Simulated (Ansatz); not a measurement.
Coupled-cluster diagnostics for the cluster MoO2⁺, Ansatz.

Geometry of the doublet (PBE0-D4/def2-TZVP):

```xyz
3

Mo   -0.134    0.506    0.407
O    -0.502   -1.079    0.636
O     0.636    0.574   -1.043
```

In the def2 sets Mo takes a core potential; there is no spin–orbit coupling. Correlated methods freeze 2 core orbitals; core or outer-core shells of Mo are correlated, in sets that lack core-valence functions. The structure comes from a short search, and lower isomers may exist.

Geometry of the charge 1 quartet (PBE0-D4/def2-TZVP):

```xyz
3

Mo   -0.454   -0.088    0.072
O    -0.143    0.986   -1.217
O     0.597   -0.897    1.145
```

Q: Estimate the CCSD(T) correlation energy, the shares of MP2 and (T), T1 and the reference's ⟨S²⟩ for: charge 1, doublet, own geometry in def2-TZVPP; charge 1, quartet, own geometry in def2-TZVPP; and the rough time on 4 threads of Arm Neoverse V1 on a shared host.

A: 
```json
{"state": "charge 1, doublet, own geometry", "basis": "def2-TZVPP", "correlation (eV)": "-26.873", "MP2 share (%)": "90.1", "(T) share (%)": "6.1", "T1": "0.090", "⟨S²⟩ (pure)": "1.84 (0.75)", "wall time": "15 s", "remarks": "large T1, spin-contaminated"}
{"state": "charge 1, quartet, own geometry", "basis": "def2-TZVPP", "correlation (eV)": "-25.629", "MP2 share (%)": "92.5", "(T) share (%)": "5.8", "T1": "0.059", "⟨S²⟩ (pure)": "4.09 (3.75)", "wall time": "9.5 s", "remarks": "large T1, spin-contaminated"}
```
Customary marks for T1 are 0.02 (closed shells), 0.045 (open shells) and about 0.05 (3d metals). T1 exceeds 0.02 in 2 of 2 rows and 0.045 in 2; the higher it lies, the less the single-reference result can be trusted.
